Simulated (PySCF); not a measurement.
Fractional electron number in Tc⁺ (technetium, charge +1)

The 5s alpha orbital of [Kr] 4d5 5s1 is emptied in steps (occupation f), with all orbitals relaxed, ending at [Kr] 4d5. Computed with PySCF 2.14 in def2-TZVP with the def2 core potential (28 electrons) (6s4p3d1f, 40 functions), with scalar relativity through the core potential. The exact energy is a straight line in f; departures are measured from the line between the end points of the same method.

| f | UHF (eV) | LDA (eV) | PBE (eV) |
| --- | --- | --- | --- |
| 1 | 0.000 | 0.000 | 0.000 |
| 0.9 | 0.017 | -0.310 | -0.310 |
| 0.7 | 0.040 | -0.723 | -0.725 |
| 0.5 | 0.046 | -0.860 | -0.867 |
| 0.3 | 0.038 | -0.721 | -0.731 |
| 0.1 | 0.016 | -0.308 | -0.315 |
| 0 | 0.000 | 0.000 | 0.000 |

```csv
method,E(f=0) − E(f=1) (eV),−ε at f=1 (eV),−ε at f=0.5 (eV)
UHF,14.288,14.482,14.284
LDA,15.985,12.548,15.989
PBE,15.686,12.253,15.667
```

Orbital energy along the path (eV):

```tsv
f	UHF	LDA	PBE
1	-14.482	-12.548	-12.253
0.9	-14.440	-13.233	-12.928
0.7	-14.360	-14.609	-14.289
0.5	-14.284	-15.989	-15.667
0.3	-14.212	-17.367	-17.064
0.1	-14.144	-18.731	-18.477
0	-14.111	-19.402	-19.187
```

Reference removal energy between the ground levels: 15.26 eV (semi-empirical (NIST evaluation); NIST Atomic Spectra Database, ionization energies). UHF lacks correlation.
